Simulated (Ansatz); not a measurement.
Born–Oppenheimer molecular dynamics of BClF₂H₂ (6 atoms, charge 0, multiplicity 1). It starts at the highest image of a converged band, a first-order saddle point between two minima.

All numbers below come from Ansatz, RKS PBE-D4/def2-SVP.

| Quantity | Value |
| --- | --- |
| ensemble | NVE (velocity Verlet) |
| time step | 0.5 fs |
| steps asked | 200 |
| starting velocities drawn for | 300 K |
| seed | 6457 |

First frame:

```xyz
6
Properties=species:S:1:pos:R:3
B -0.069 -0.280 -0.013
F -0.072 0.063 1.595
F 1.116 0.071 -0.516
Cl -1.569 0.260 -0.789
H -0.118 -1.578 0.314
H -0.097 -1.041 1.272
```

Q: How far do the bonds stretch over the last three quarters of this one trajectory? (Pairs bonded in most of those frames.)

A: 
```
  bond  mean (Å)  spread (Å)  shortest  longest
 B1–F2     1.350       0.084      1.21     1.48
 B1–F3     1.340       0.053      1.24     1.45
B1–Cl4     1.755       0.050      1.66     1.83
 H5–H6     0.776       0.034      0.73     0.82
```

Mean temperature of the second half: 2627 K. The conserved energy stayed within 0.3 meV per atom of its start (net change -0.017 meV per atom), so the integration is sound. The kinetic energy rose, since the run started high on the potential surface and went downhill. It ends in pieces (BClF2 + H2), so much of that is their flight and rotation, not heat. A run of 0.1 ps of so small a system gives no equilibrium averages. The orbitals stay closed-shell, which can raise the energy where a bond breaks towards radicals; this wasn't checked here.

Time of the run: 100 s on 1 thread of AMD EPYC 9R45 96-Core Processor (Zen 5), on a shared host, peak memory 0.13 GiB.
